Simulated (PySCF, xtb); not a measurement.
Al(Me)(Cl) (CH3AlCl), SMILES [CH3][Al+][Cl], charge +1.

xtb with GFN2-xTB at its own geometry gives an orbital gap of 3.95 eV.

The structure is a stationary point at B3LYP-D3(BJ)/def2-TZVP. The spin state was assumed, not searched. The isomer is the one that the SMILES or the coordinates give; other isomers of the formula were not compared.

Q: What does PBE/def2-TZVPD in PySCF give? (An estimate is asked for; the answer gives what the named calculation found.)

A: gap 5.64 eV (levels -14.02 and -8.38 eV).
